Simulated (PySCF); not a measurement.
Ga(Cl)(Me)(NH2) (CH5ClGaN), SMILES [Ga]([NH2])([CH3])[Cl].

Geometry optimised at PBE0-D3(BJ)/def2-SVP. The structure was generated by enumeration; whether it is a known compound was not checked. Other conformers were not sampled.

Method: PBE0-D3(BJ)/def2-SVP (PySCF).

Frequencies are harmonic and unscaled.

**Question.** Estimate the vibrational spectrum. (The exact figures need the calculation; the answer reports its results.)

**Answer.** 
```csv
mode,ν (cm⁻¹),IR (km/mol),moving atoms (share of kinetic energy)
1,61,0.2,H 98 %
2,136,3.7,"C 36 %, H 23 %, Cl 22 %, Ga 17 %"
3,149,22.7,"Ga 40 %, N 27 %, C 14 %, H 13 %"
4,159,3.8,"N 43 %, H 25 %, Cl 14 %, Ga 13 %"
5,262,158.5,"H 87 %, N 10 %"
6,405,8.6,H 99 %
7,406,42.1,"Cl 69 %, Ga 26 %"
8,590,17.2,"C 61 %, H 19 %, Ga 14 %"
9,694,25.9,"H 81 %, N 14 %"
10,724,18.7,"H 81 %, C 17 %"
11,738,71.0,"N 63 %, Ga 21 %, H 14 %"
12,771,94.9,"H 77 %, C 15 %"
13,1224,9.3,"H 80 %, C 20 %"
14,1427,4.0,H 95 %
15,1427,2.5,H 96 %
16,1513,31.7,"H 89 %, N 11 %"
17,3068,2.0,H 97 %
18,3177,0.5,"H 91 %, C 9 %"
19,3186,2.2,"H 90 %, C 10 %"
20,3626,34.6,H 96 %
21,3739,39.4,"H 91 %, N 9 %"
```
